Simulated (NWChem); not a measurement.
System: Si2H4OF2; SMILES F[Si]([SiH3])(O)F

```xyz
9

O      1.6177     0.8518     0.0037
Si     0.0413     0.4049    -0.0014
F     -0.7104     1.0484    -1.2821
F     -0.7192     1.0503     1.2730
Si    -0.1173    -1.9136     0.0000
H      1.8430     1.7882     0.0047
H      0.5300    -2.4511     1.2323
H     -1.5576    -2.3036    -0.0213
H      0.5674    -2.4554    -1.2100
```
Atoms are numbered in this order, from 1.

Results from NWChem. All runs use the structure optimised with PBE0/def2-SVP. Level: PBE/def2-SVP with SMD (1 M gas to 1 M solution), gas-phase geometry. Reactions with the solvent are ignored.

Q: Predict the results for solvent 2-propanol. Quantities: solvation free energy (kcal/mol); cavity-dispersion-structure term (kcal/mol); dipole in solution (D).

A: 
```yaml
solvation free energy (kcal/mol): -5.1
cavity-dispersion-structure term (kcal/mol): 0.4
dipole in solution (D): 1.28
```
